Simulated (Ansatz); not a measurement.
Gas-phase electronic energies from Ansatz, PBE0-D4/def2-TZVP geometries. CCSD(T)/CBS adds triple-zeta CCSD(T) − MP2 to the extrapolated MP2 energy (def2 sets, frozen cores). This one scheme is used for every species. DFT in def2-TZVPP. B3LYP here is the variant with VWN-RPA as its local correlation; programs differ in this. Each species was taken in one conformer, which may not be the lowest.

Consider the formal hydrolysis of the Al–F bond: `C[NH][Al]([OH])[F]` + H₂O → `C[NH][Al]([OH])[OH]` + H–F.

Question: Is it downhill or uphill in electronic energy at CCSD(T)/CBS, and by how much? (Estimate.)

Answer: Ansatz gave: Uphill: ΔE = +54.0 kJ/mol.

Question: What do these levels give: B3LYP-D4, ωB97X-V, ωB97M-V, B2PLYP, PBE, r2SCAN, PBE0, B3LYP, CCSD(T)/def2-TZVPP, MP2/def2-QZVPP, SCS-MP2/def2-QZVPP, HF/CBS(def2)? (Estimate.)

Answer: Ansatz gave: B3LYP-D4 55.2, ωB97X-V 55.2, ωB97M-V 54.6, B2PLYP 55.9, PBE 55.1, r2SCAN 55.8, PBE0 54.5, B3LYP 57.6, CCSD(T)/def2-TZVPP 53.0, MP2/def2-QZVPP 53.1, SCS-MP2/def2-QZVPP 54.9, HF/CBS(def2) 60.8 kJ/mol.

Largest T1 diagnostic among the species: 0.011.

In def2-TZVPP, CCSD(T) changes the Hartree–Fock value by −6.3 kJ/mol (the triples alone add −1.1 kJ/mol) and MP2 by −7.2 kJ/mol.
